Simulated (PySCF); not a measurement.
A GIAO shielding run with PySCF 2.14 (density fitting, non-relativistic, gas phase) on `FBc1cccs1`, C₄H₄BFS:

```
$ OMP_NUM_THREADS=1 python probes_run.py task.json out

{"job": {"kind": "nmr", "xc": "BLYP", "basis": "pcSseg-1", "pop": false}, "charge": 0, "multiplicity": 1}
F      2.949398     0.654793     0.800844
B      2.290028    -0.241034     0.074283
C      0.756598    -0.231974     0.086889
C     -0.108491     0.612820     0.766916
C     -1.473034     0.322562     0.544573
C     -1.640835    -0.747789    -0.307578
S     -0.149395    -1.386378    -0.829755
H      2.940642    -1.032869    -0.570135
H      0.251721     1.419097     1.408302
H     -2.304158     0.871634     0.989110
H     -2.579868    -1.184482    -0.647908
```

Hardware: 1 thread of an Arm Neoverse N1, shared host. The job also computes ring-centre shieldings.

Problem. How large is the calculation?

Solution. 58 electrons, 146 basis functions and 774 auxiliary functions.

Problem. How long does it take, and how much memory does it need?

Solution. 27 s of wall time, with 16 SCF cycles; peak memory 0.74 GiB. Times on a shared host scatter by some tens of per cent.

Problem. And these other runs on the same molecule and hardware: GIAO shielding at BHandHLYP/pcSseg-1; GIAO shielding at BP86/pcSseg-1; GIAO shielding at CAM-B3LYP/pcSseg-1; GIAO shielding at KT3/pcSseg-1; GIAO shielding at LC-wPBE/pcSseg-1; GIAO shielding at LDA/pcSseg-1?

Solution. BHandHLYP/pcSseg-1: 146 functions, 18 s; BP86/pcSseg-1: 146 functions, 29 s; CAM-B3LYP/pcSseg-1: 146 functions, 25 s; KT3/pcSseg-1: 146 functions, 28 s; LC-wPBE/pcSseg-1: 146 functions, 34 s; LDA/pcSseg-1: 146 functions, 22 s.
